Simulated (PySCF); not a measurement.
# Yb: excitation energy

Yb [Xe] 4f14 6s2 (1S) → Yb [Xe] 4f14 5d2 (3F), as a difference of total energies. Computed with PySCF 2.14 in x2c-TZVPall, with the spin-free X2C one-electron Hamiltonian (Gaussian nucleus). Correlated levels: valence: [Kr] 4d10 frozen; valence and next inner shell: [Ar] 3d10 frozen. The calculations carry no spin-orbit coupling.

```json
{"method": "UHF", "excitation energy (eV)": "5.883"}
{"method": "LDA", "excitation energy (eV)": "6.052"}
{"method": "PBE", "excitation energy (eV)": "5.748"}
{"method": "PBE0", "excitation energy (eV)": "5.790"}
{"method": "r2SCAN", "excitation energy (eV)": "5.500"}
{"method": "MP2 (valence)", "excitation energy (eV)": "6.512"}
{"method": "MP2 (valence and next inner shell)", "excitation energy (eV)": "6.543"}
```

Question: Estimate what SCS-MP2 (valence) gives.

Answer: 6.674 eV, closest to MP2 (valence and next inner shell) among the rows shown.

Question: Estimate what SCS-MP2 (valence and next inner shell) gives.

Answer: 6.700 eV, closest to MP2 (valence and next inner shell) among the rows shown.

A first-order spin-orbit estimate (lowest level to lowest level, LS coupling) adds -0.086 eV.
